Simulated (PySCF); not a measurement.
CH4BrFO2Si. Atoms are numbered in the order given.

```xyz
10

C     -2.2488    -0.1075    -1.4110
O     -1.2520     0.8302    -1.0489
Si     0.2550     0.5075    -0.5326
O      1.1128    -0.2221    -1.7239
F      0.9193     1.9127    -0.1202
Br     0.2392    -0.7678     1.2919
H     -1.9312    -0.7142    -2.2758
H     -2.4856    -0.7828    -0.5708
H     -3.1579     0.4477    -1.6832
H      1.9642    -0.6168    -1.5004
```
Charge 0, spin multiplicity 1.

The structure is a stationary point at B3LYP-D3(BJ)/def2-SVP. The values are those of a single conformer.

Level of theory: PBE/pcSseg-1 (PySCF).

GIAO shieldings, no solvent; atoms alike by connectivity are averaged. δ = σ(ref) − σ: ¹³C against TMS (σ = 182.0 ppm); ¹⁷O against H2O (σ = 334.3 ppm); ²⁹Si against TMS (σ = 335.4 ppm); ¹⁹F against CFCl3 (σ = 133.6 ppm); ¹H against TMS (σ = 31.49 ppm), references at their B3LYP-D3(BJ)/def2-TZVP geometries, non-relativistic (without spin–orbit terms, shifts of atoms bonded to Cl or Br come out too high).

Problem. Estimate the chemical shifts. (An estimate is asked for; the answer gives what the named calculation found.)

Solution. 
```json
[
 {"nucleus": "¹³C", "atoms": "C1", "count": "1", "δ (ppm)": "57.4"},
 {"nucleus": "¹⁷O", "atoms": "O4", "count": "1", "δ (ppm)": "91.7"},
 {"nucleus": "¹⁷O", "atoms": "O2", "count": "1", "δ (ppm)": "59.9"},
 {"nucleus": "²⁹Si", "atoms": "Si3", "count": "1", "δ (ppm)": "-52.5"},
 {"nucleus": "¹⁹F", "atoms": "F5", "count": "1", "δ (ppm)": "-141.5"},
 {"nucleus": "¹H", "atoms": "H7, H8, H9", "count": "3", "δ (ppm)": "4.16"},
 {"nucleus": "¹H", "atoms": "H10", "count": "1", "δ (ppm)": "2.74"}
]
```
